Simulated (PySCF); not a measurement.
C₂H₅ClOSi. Atoms are numbered in the order given.

```xyz
10

C     -2.9285     0.7281     0.1402
C     -1.7016     0.2108     0.1977
O     -0.5995     0.8869    -0.2410
Si     0.8715     0.2731    -0.7152
Cl     1.5412    -1.0958     0.6956
H     -3.1049     1.7199    -0.2818
H     -3.7741     0.1583     0.5274
H     -1.5011    -0.7791     0.6264
H      0.7591    -0.4459    -2.0082
H      1.7957     1.4236    -0.7759
```
Charge 0, spin multiplicity 1.

Geometry: B3LYP-D3(BJ)/def2-SVP. The structure was generated by enumeration, and PubChem lists no compound with its InChIKey, so it may never have been made. Other conformers were not sampled.

These are PySCF with TDDFT-LC-ωPBE/def2-SVPD values and carry that method's errors.

Vertical excitations. Isolated molecule, no solvent.

| state | energy (eV) | λ (nm) | f | main pairs |
|---|---|---|---|---|
| S1 | 7.00 | 177 | 0.392 | HOMO→LUMO 62 %, HOMO→LUMO+3 20 % |
| S2 | 7.36 | 168 | 0.070 | HOMO→LUMO+1 45 %, HOMO→LUMO+3 25 %, HOMO→LUMO+2 15 % |
| S3 | 7.81 | 159 | 0.040 | HOMO→LUMO+3 32 %, HOMO→LUMO 18 %, HOMO→LUMO+1 13 %, HOMO→LUMO+6 11 % |
| S4 | 8.09 | 153 | 0.061 | HOMO→LUMO+4 55 %, HOMO→LUMO+2 15 % |
| S5 | 8.31 | 149 | 0.006 | HOMO−1→LUMO 55 % |
| S6 | 8.41 | 147 | 0.004 | HOMO−2→LUMO 22 %, HOMO−3→LUMO+3 15 %, HOMO−3→LUMO 15 %, HOMO−2→LUMO+3 7 % |
| S7 | 8.60 | 144 | 0.004 | HOMO−1→LUMO+2 35 %, HOMO−1→LUMO+1 21 %, HOMO→LUMO+4 9 %, HOMO→LUMO+5 9 % |
| S8 | 8.69 | 143 | 0.016 | HOMO→LUMO+2 29 %, HOMO→LUMO+1 14 %, HOMO→LUMO+4 9 %, HOMO−1→LUMO+1 9 % |
| S9 | 8.78 | 141 | 0.016 | HOMO→LUMO+5 23 %, HOMO→LUMO+9 20 %, HOMO→LUMO+7 11 %, HOMO→LUMO+8 5 % |
| S10 | 8.85 | 140 | 0.037 | HOMO−2→LUMO 39 %, HOMO−3→LUMO 17 %, HOMO−2→LUMO+3 10 %, HOMO−2→LUMO+1 9 % |
| T1 | 4.07 | 305 | 0 | HOMO→LUMO+3 47 %, HOMO→LUMO 26 %, HOMO→LUMO+6 10 % |
| T2 | 7.07 | 175 | 0 | HOMO→LUMO+1 41 %, HOMO→LUMO+2 23 %, HOMO→LUMO+3 10 % |
| T3 | 7.40 | 168 | 0 | HOMO→LUMO 35 %, HOMO−1→LUMO 18 %, HOMO−1→LUMO+1 8 %, HOMO→LUMO+3 7 % |
| T4 | 7.79 | 159 | 0 | HOMO→LUMO+4 41 %, HOMO−1→LUMO 11 %, HOMO−1→LUMO+2 9 %, HOMO→LUMO+2 9 % |
Triplets are in the Tamm–Dancoff approximation, which puts them higher than full response would, so one can lie above its singlet here.
